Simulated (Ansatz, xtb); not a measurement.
**Relative energy of two isomers of C6H8OS**

Structure a is `C=C1CC[C@H](S)C1=O`, a singlet and structure b is `O=C1CCC(=S)CC1`, a singlet. Both are isolated molecules in the gas phase, relaxed with PBE0-D3(BJ)/def2-SVP; the shapes shown needn't be the lowest conformers.

a (Å):

```xyz
16

C    -0.5534    1.1558    2.7389
C    -0.8546    0.9051    1.4621
C    -1.6597    1.7092    0.4811
C    -1.1817    1.2057   -0.8912
C    -0.8307   -0.2647   -0.6729
C    -0.3348   -0.3154    0.7690
O     0.3433   -1.1890    1.2498
S    -2.3665   -1.2631   -0.7295
H     0.0654    0.4395    3.2875
H    -0.8996    2.0530    3.2587
H    -1.5320    2.7942    0.6055
H    -2.7321    1.4862    0.6128
H    -0.2630    1.7380   -1.1873
H    -1.9198    1.3586   -1.6920
H    -0.0934   -0.6717   -1.3780
H    -1.8167   -2.3831   -0.2109
```

b (Å):

```
atom    x (Å)    y (Å)    z (Å)
   C   0.5406   0.8270  -0.1363
   C   1.0383   1.9320   0.7745
   C  -0.0473   2.4574   1.7096
   C  -0.6789   1.3810   2.5519
   C  -0.6473   0.0044   1.9431
   C  -0.6181   0.0214   0.4174
   O   1.0280   0.6064  -1.2161
   S  -1.3429   1.6818   4.0041
   H   1.4739   2.7251   0.1508
   H   1.8714   1.5094   1.3659
   H   0.3152   3.2666   2.3583
   H  -0.8619   2.9026   1.1064
   H   0.2730  -0.4836   2.3183
   H  -1.4804  -0.5922   2.3391
   H  -1.5444   0.4831   0.0288
   H  -0.5737  -0.9893  -0.0121
```

Quicker runs give these differences E(b) − E(a): GFN2-xTB −32.0 kJ/mol; HF/STO-3G −13.4 kJ/mol (at GFN2-xTB geometries); r2SCAN-D4/def2-SVP −21.0 kJ/mol (at GFN2-xTB geometries).

Problem. Estimate E(b) − E(a) at the level CCSD(T)/def2-SVP + ΔMP2/def2-TZVPP.

Solution. Calculated at CCSD(T)/def2-SVP + ΔMP2/def2-TZVPP: E(b) − E(a) = −12.6 kJ/mol, so structure b lies lower.

The same difference at several levels:

| level | geometry | E(b) − E(a) (kJ/mol) | departure from the last row (kJ/mol) | job, with rough time for the two |
| --- | --- | --- | --- | --- |
| GFN2-xTB | GFN2-xTB | −32.0 | −19.3 | optimisation, 0.16 s |
| HF/STO-3G | GFN2-xTB | −13.4 | −0.8 | single point, 0.48 s |
| r2SCAN-D4/def2-SVP | GFN2-xTB | −21.0 | −8.3 | single point, 4.9 s |
| PBE0-D3(BJ)/def2-SVP | PBE0-D3(BJ)/def2-SVP | −19.7 | −7.1 | optimisation, 36 s |
| HF/def2-SVP | PBE0-D3(BJ)/def2-SVP | −14.0 | −1.3 | part of the CCSD(T) run |
| MP2/def2-SVP | PBE0-D3(BJ)/def2-SVP | −19.5 | −6.9 | part of the CCSD(T) run |
| CCSD(T)/def2-SVP | PBE0-D3(BJ)/def2-SVP | −17.2 | −4.6 | single point |
| CCSD(T)/def2-SVP + ΔMP2/def2-TZVPP | PBE0-D3(BJ)/def2-SVP | −12.6 |  | single point, 2 min |

As drawn, b has 1 C–C, 1 C=S, 1 C–H in place of 1 C=C, 1 C–S, 1 S–H. Structure a has a 5-membered ring, b a 6-membered ring.

The levels shown agree on the order. The largest departure from CCSD(T)/def2-SVP + ΔMP2/def2-TZVPP is that of GFN2-xTB, 19.3 kJ/mol. The last row adds to CCSD(T) the change of the MP2 difference between the two basis sets, here +4.6 kJ/mol.

With thermal terms from frequencies at re-optimised GFN2-xTB minima (ideal gas, soft modes damped towards free rotors, one conformer each, 298.15 K, 1 atm): the zero-point term adds +10.4 kJ/mol; ΔH is −4.0 and ΔG +1.0 kJ/mol. In free energy the two are nearly level.

The correlated steps freeze 12 core orbitals. Mirror images aren't counted in ΔG. Programs: Ansatz 0.2.0, xtb 6.7.1; the last row on 4 threads of Arm Neoverse V1 on a shared host.
